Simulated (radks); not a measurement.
The nuclear charge of the tellurium ion Te+ is varied continuously with 51 electrons held in [Kr] 4d10 5s2 5p3. All-electron calculation, Dirac Kohn-Sham, LDA (Slater exchange, Perdew-Wang correlation), spin-unpolarised, spherical densities, point nucleus; open shells fill j = l - 1/2 first. Program: a radial shooting solver on a logarithmic mesh with Libxc functionals. By the Hellmann-Feynman theorem dE/dZ = E(electron-nucleus)/Z, the electronic potential at the nucleus.

| Z | E (hartree) | E(electron-nucleus)/Z (hartree) | HOMO | e(HOMO) (eV) | <r> HOMO (bohr) |
|---|---|---|---|---|---|
| 51.5 | -6633.37436 | -312.803 | 5p3/2 | -8.792 | 2.706 |
| 51.6 | -6664.69705 | -313.651 | 5p3/2 | -9.683 | 2.663 |
| 51.7 | -6696.10456 | -314.499 | 5p3/2 | -10.595 | 2.622 |
| 51.8 | -6727.59692 | -315.348 | 5p3/2 | -11.528 | 2.584 |
| 51.9 | -6759.17414 | -316.197 | 5p3/2 | -12.480 | 2.547 |
| 52 | -6790.83624 | -317.045 | 5p3/2 | -13.451 | 2.512 |
| 52.1 | -6822.58322 | -317.894 | 5p3/2 | -14.441 | 2.479 |
| 52.2 | -6854.41512 | -318.744 | 5p3/2 | -15.450 | 2.447 |
| 52.3 | -6886.33194 | -319.593 | 5p3/2 | -16.477 | 2.416 |
| 52.4 | -6918.33372 | -320.443 | 5p3/2 | -17.522 | 2.387 |
| 52.5 | -6950.42047 | -321.292 | 5p3/2 | -18.585 | 2.359 |
| 52.6 | -6982.59222 | -322.143 | 5p3/2 | -19.665 | 2.331 |
| 52.7 | -7014.84900 | -322.993 | 5p3/2 | -20.762 | 2.305 |
| 52.8 | -7047.19083 | -323.844 | 5p3/2 | -21.876 | 2.280 |
| 52.9 | -7079.61775 | -324.695 | 5p3/2 | -23.006 | 2.255 |
| 53 | -7112.12977 | -325.546 | 5p3/2 | -24.153 | 2.232 |

The central difference of E at Z = 52 is -317.045 hartree, to compare with the third column; the second derivative is -8.49 hartree.
